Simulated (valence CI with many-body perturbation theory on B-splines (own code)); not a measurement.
E1 line list for Zr²⁶⁺

Level of theory: valence CI with perturbative core correlation (CI+MBPT): four valence electrons over a frozen Dirac-Fock core [Ne], a basis of 11 s, 11 p, 10 d, 8 f, 5 g, 2 h functions for each j, with the one-electron correlation potential Σ1, the two-electron term Σ2, the three-electron term Σ3, Breit, model QED; selected CI, second order for the rest, scaled by the run's own slope (own B-spline code, finite nucleus).

The last digits are not significant, and no measured levels were compared; by estimate large intervals hold to a few tenths of a per cent, small ones and those within an open d or f shell to about a per cent. Among the levels kept, up to 700 cm⁻¹ of a level comes from second order outside the variational space, and about a tenth of that is noise between levels of different J, which matters for small intervals.

Lines 51 to 100 of 551 in falling wavelength, among levels below 2693800 cm⁻¹, chosen from the strongest by gf and those to the six lowest levels. Wavelengths and rates use the calculated energies. Electric multipoles are in the length gauge, E1 and E2 with the static RPA response of the core. Weak lines are less certain than strong ones. Lines between different terms over intervals too small for the method are left out, as are lines whose strength nearly cancels. Where a level lies close to another of its J and parity, the split of strength between their lines is uncertain. The highest levels of a list are the least certain.

Names give the largest LS component (configuration and term), which can be under half, so a name can repeat, a term be missing and a line seem to break the LS rules; names also repeat where a configuration has a term twice. Letters in brackets count levels of one name in rising energy.

| λ vac (Å) | Upper | Lower | A (s⁻¹) | S (a.u.) with core polarisation | S without |
| --- | --- | --- | --- | --- | --- |
| 143.9 | 3s 3p 3d2 3D°_3 | 3s 3p2 3d 3D_3 [e] | 7.27e+09 | 7.48e-02 | 7.67e-02 |
| 143.2 | 3s 3p3 3P°_2 | 3s2 3p2 1D_2 | 8.04e+09 | 5.83e-02 | 5.99e-02 |
| 142.7 | 3p3 3d 3G°_5 | 3s 3p2 3d 3F_4 [a] | 3.43e+09 | 5.41e-02 | 5.55e-02 |
| 142.6 | 3p3 3d 3F°_3 [a] | 3s 3p2 3d 5F_4 | 6.12e+09 | 6.13e-02 | 6.29e-02 |
| 142.1 | 3s2 3p 3d 3F°_3 | 3s2 3p2 1D_2 | 1.83e+08 | 1.82e-03 | 1.87e-03 |
| 141.6 | 3p3 3d 1D°_2 | 3s 3p2 3d 3G_3 | 7.28e+09 | 5.10e-02 | 5.23e-02 |
| 141.4 | 3p3 3d 5D°_3 | 3s 3p2 3d 5P_2 [a] | 6.57e+09 | 6.42e-02 | 6.59e-02 |
| 141.0 | 3s 3p2 3d 1D_2 [c] | 3s2 3p 3d 1P°_1 | 1.01e+10 | 6.99e-02 | 7.17e-02 |
| 140.7 | 3p3 3d 5D°_3 | 3s 3p2 3d 5D_3 | 5.72e+09 | 5.51e-02 | 5.65e-02 |
| 140.7 | 3p3 3d 5D°_4 | 3s 3p2 3d 5D_4 | 1.19e+10 | 1.48e-01 | 1.51e-01 |
| 140.3 | 3p3 3d 1G°_4 | 3s 3p2 3d 3G_3 | 8.12e+09 | 9.97e-02 | 1.02e-01 |
| 139.5 | 3s2 3p 3d 1D°_2 | 3s2 3p2 3P_2 | 8.61e+09 | 5.77e-02 | 5.93e-02 |
| 138.0 | 3p3 3d 3D°_2 [a] | 3s 3p2 3d 5D_1 [b] | 8.99e+09 | 5.82e-02 | 5.97e-02 |
| 137.0 | 3p3 3d 3F°_2 [b] | 3s 3p2 3d 3D_1 [b] | 9.76e+09 | 6.20e-02 | 6.36e-02 |
| 136.9 | 3s 3p3 3D°_1 | 3s2 3p2 3P_0 | 1.35e+10 | 5.15e-02 | 5.28e-02 |
| 136.8 | 3p3 3d 3F°_3 [c] | 3s 3p2 3d 3F_3 [b] | 7.27e+09 | 6.42e-02 | 6.59e-02 |
| 136.6 | 3p3 3d 5D°_1 | 3s 3p2 3d 5D_2 | 1.82e+10 | 6.85e-02 | 7.03e-02 |
| 135.9 | 3s 3p3 3P°_1 | 3s2 3p2 3P_2 | 5.10e+08 | 1.90e-03 | 1.95e-03 |
| 135.8 | 3s 3p2 3d 3G_4 | 3s2 3p 3d 3F°_3 | 3.19e+10 | 3.55e-01 | 3.64e-01 |
| 135.8 | 3s 3p 3d2 3F°_3 | 3s 3p2 3d 3P_2 | 1.39e+10 | 1.20e-01 | 1.23e-01 |
| 135.0 | 3s 3p2 3d 3D_3 [b] | 3s2 3p 3d 3P°_2 [a] | 6.49e+09 | 5.51e-02 | 5.66e-02 |
| 134.7 | 3p3 3d 5D°_4 | 3s 3p2 3d 5F_4 | 8.93e+09 | 9.69e-02 | 9.94e-02 |
| 134.5 | 3s 3p2 3d 3D_3 [a] | 3s 3p3 3P°_2 | 6.33e+09 | 5.32e-02 | 5.46e-02 |
| 133.8 | 3s 3p2 3d 1D_2 [a] | 3s2 3p 3d 3D°_3 | 8.17e+09 | 4.82e-02 | 4.95e-02 |
| 133.5 | 3s2 3p 3d 1D°_2 | 3s2 3p2 3P_1 | 1.11e+08 | 6.50e-04 | 6.66e-04 |
| 133.4 | 3s 3p 3d2 3P°_2 | 3s 3p2 3d 1D_2 [a] | 7.82e+09 | 4.58e-02 | 4.69e-02 |
| 133.0 | 3s 3p 3d2 3G°_4 | 3s 3p2 3d 3D_3 [c] | 6.97e+09 | 7.28e-02 | 7.46e-02 |
| 132.9 | 3p3 3d 3F°_3 [c] | 3s 3p2 3d 3G_4 | 7.16e+09 | 5.81e-02 | 5.96e-02 |
| 132.9 | 3s 3p3 3P°_0 | 3s2 3p2 3P_1 | 1.88e+10 | 2.18e-02 | 2.24e-02 |
| 132.9 | 3s 3p 3d2 3D°_2 [a] | 3s 3p2 3d 3D_2 [c] | 9.20e+09 | 5.32e-02 | 5.46e-02 |
| 132.5 | 3p3 3d 3F°_3 [b] | 3p4 1D_2 | 8.45e+09 | 6.79e-02 | 6.96e-02 |
| 132.5 | 3s 3p2 3d 3G_3 | 3s2 3p 3d 3F°_2 | 2.04e+10 | 1.64e-01 | 1.68e-01 |
| 132.5 | 3s 3p 3d2 5G°_5 | 3s 3p2 3d 3F_4 [a] | 3.53e+09 | 4.45e-02 | 4.56e-02 |
| 132.4 | 3s 3p2 3d 3D_3 [e] | 3s2 3p 3d 3P°_2 [b] | 1.35e+10 | 1.08e-01 | 1.11e-01 |
| 132.0 | 3s 3p2 3d 3D_2 [d] | 3s2 3p 3d 3P°_2 [b] | 8.56e+09 | 4.85e-02 | 4.98e-02 |
| 131.4 | 3s 3p3 1P°_1 | 3s2 3p2 1S_0 | 6.72e+09 | 2.26e-02 | 2.32e-02 |
| 131.3 | 3s 3p2 3d 3F_2 [c] | 3s2 3p 3d 3D°_1 | 2.51e+10 | 1.40e-01 | 1.44e-01 |
| 131.1 | 3s 3p 3d2 5F°_3 | 3s 3p2 3d 3G_4 | 8.02e+09 | 6.24e-02 | 6.40e-02 |
| 131.1 | 3s 3p2 3d 3F_3 [b] | 3s 3p3 3P°_2 | 7.64e+09 | 5.95e-02 | 6.10e-02 |
| 130.9 | 3s 3p2 3d 3F_4 [c] | 3s2 3p 3d 3D°_3 | 2.74e+10 | 2.73e-01 | 2.80e-01 |
| 130.8 | 3p3 3d 3F°_4 [a] | 3s 3p2 3d 5F_5 | 7.23e+09 | 7.18e-02 | 7.37e-02 |
| 130.5 | 3s2 3p 3d 3D°_1 | 3s2 3p2 1D_2 | 2.19e+07 | 7.21e-05 | 7.36e-05 |
| 130.5 | 3s 3p 3d2 5D°_3 [b] | 3s 3p2 3d 1G_4 | 5.66e+09 | 4.34e-02 | 4.46e-02 |
| 130.4 | 3s2 3p 3d 3P°_2 [a] | 3s2 3p2 1D_2 | 6.71e+09 | 3.67e-02 | 3.77e-02 |
| 130.4 | 3p3 3d 3F°_3 [a] | 3s 3p2 3d 5F_3 [a] | 7.32e+09 | 5.61e-02 | 5.76e-02 |
| 130.2 | 3s 3p3 3P°_1 | 3s2 3p2 3P_1 | 1.95e+10 | 6.37e-02 | 6.54e-02 |
| 130.1 | 3s 3p 3d2 5D°_3 [a] | 3s 3p2 3d 3F_4 [a] | 6.57e+09 | 5.00e-02 | 5.13e-02 |
| 130.0 | 3p3 3d 3D°_3 | 3s 3p2 3d 3D_3 [a] | 1.17e+10 | 8.92e-02 | 9.15e-02 |
| 130.0 | 3s 3p2 3d 3P_2 | 3s2 3p 3d 3D°_1 | 1.46e+10 | 7.91e-02 | 8.11e-02 |
| 129.8 | 3s 3p2 3d 3F_3 [c] | 3s2 3p 3d 3P°_2 [a] | 3.57e+10 | 2.70e-01 | 2.77e-01 |
